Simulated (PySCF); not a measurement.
# Where the electron goes

C4H6O5.
Geometry (GFN2-xTB, Å), atoms numbered from 1 in this order:
```xyz
15
C4H6O5 angstrom
O      1.790   -0.181    1.267
C      1.562   -0.127    0.091
O      2.334    0.506   -0.784
C      0.362   -0.796   -0.620
O     -0.461   -1.485    0.273
C     -1.251   -0.614    1.045
O     -1.981    0.273    0.242
C     -1.114    0.986   -0.586
O     -0.347    0.135   -1.397
H      3.097    0.917   -0.341
H      0.762   -1.541   -1.319
H     -0.619   -0.052    1.755
H     -1.969   -1.237    1.579
H     -1.723    1.596   -1.256
H     -0.448    1.627    0.028
```

Level of theory: TDDFT PBE0/def2-SVPD, vertical, gas phase, core orbitals frozen in the response (PySCF 2.14.0, density-fitted response routines).

Frontier orbitals with the atoms that hold most of them (Löwdin shares over 4%, at most four atoms; ? is withheld):

| orbital | ε (eV) | atoms |
| --- | --- | --- |
| LUMO+2 | 0.92 | C8 12%, C6 11%, O7 11%, H14 9% |
| LUMO+1 | 0.18 | O3 36%, H10 21%, C2 12%, O1 12% |
| LUMO | -0.71 | ? |
| HOMO | ? | ? |
| HOMO-1 | -8.77 | O7 35%, O9 21%, O1 14%, O5 9% |
| HOMO-2 | -8.97 | O5 51%, O7 23%, O9 10%, C8 4% |
| HOMO-3 | -9.44 | O1 26%, O9 24%, O7 17%, O3 6% |

Which atoms hold the HOMO, and with what shares?

O1 (bonded to C) 24%; O9 (bonded to 2 C) 16%; O7 (bonded to 2 C) 12%; O5 (bonded to 2 C) 10%.

Give the leading atoms of the LUMO.

C2 (bonded to C and 2 O) 35%; O1 (bonded to C) 28%; O3 (bonded to C and H) 12%; C4 (bonded to C, 2 O and H) 8%. By element: carbon 44% or more, oxygen 41% or more.

What is the HOMO energy, and the HOMO–LUMO gap?

ε(HOMO) = -7.93 eV; the gap is 7.22 eV (0.2653 hartree).

The HOMO–LUMO gap is 7.22 eV. Where does the response calculation put the lowest singlet, and from which orbitals?

S1 is at 5.36 eV (f = 0.0006), 1.86 eV below the gap, made of HOMO→LUMO (82%), HOMO-1→LUMO (9%). Without the coupling terms of the response equations the lowest excitation would equal the gap.

Give energy, strength and leading configuration of S1, S3 and S4, and follow the Löwdin shares of the leading atoms from the occupied to the empty orbital.

- S1 (5.36 eV, f 0.0006), HOMO→LUMO (82%): O1 24% → 28%, O9 16% → at most 9%, C2 at most 11% → 35%
- S3 (6.94 eV, f 0.0015), HOMO-2→LUMO (82%): O5 51% → at most 9%, O7 23% → at most 9%, C2 at most 5% → 35%, O1 at most 5% → 28%
- S4 (7.08 eV, f 0.042), HOMO→LUMO+1 (75%): O1 24% → 12%, O9 16% → at most 12%, O3 at most 11% → 36%, H10 at most 11% → 21%

Löwdin shares depend on the basis, the more so with diffuse functions.

One conformer stands for the species.
